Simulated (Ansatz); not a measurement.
Reaction (formal hydrolysis of a C–Cl bond): `[AlH2]/[CH]=C/Cl` + H₂O → `O/C=[CH]\[AlH2]` + HCl

Program: Ansatz. Geometries: PBE0-D4/def2-TZVP. ΔE: electronic, gas phase. CBS: MP2 limit from def2 TZ/QZ plus the TZ coupled-cluster correction, frozen cores. This one scheme is used for every species. Double bonds are as drawn, so ΔE can hold a change between cis and trans. DFT in def2-TZVPP. B3LYP here is the variant with VWN-RPA as its local correlation; programs differ in this. Each species was taken in one conformer, which may not be the lowest.

| level | ΔE (eV) |
| --- | --- |
| B97M-V | -0.13 |
| B3LYP-D4 | -0.08 |
| r2SCANh-D4 | -0.11 |
| ωB97X-V | -0.11 |
| BHLYP | -0.11 |
| RPA@PBE/def2-TZVPP | -0.06 |
| HF/def2-SVP | -0.31 |
| HF/CBS(def2) | -0.10 |

(1) What does CCSD(T)/CBS give? (Estimate.)

Largest T1 diagnostic among the species: 0.013.

Answers

(1) The calculation gave: +0.02 eV. The listed levels differ from it by -0.15, -0.10, -0.13, -0.13, -0.13, -0.08, -0.33, -0.12 eV.

Leaving LDA and LC-ωPBE aside and taking each functional with its dispersion term where it has one, the values, not all of them listed here, spread over 0.07 eV, from B97M-V to B2PLYP. LDA lies −0.13 eV from PBE without D4. In def2-TZVPP, CCSD(T) changes the Hartree–Fock value by +0.07 eV (the triples alone add +0.01 eV) and MP2 by +0.13 eV. At CCSD(T), def2-SVP lies −0.27 eV from the extrapolated value and def2-TZVPP −0.06 eV.
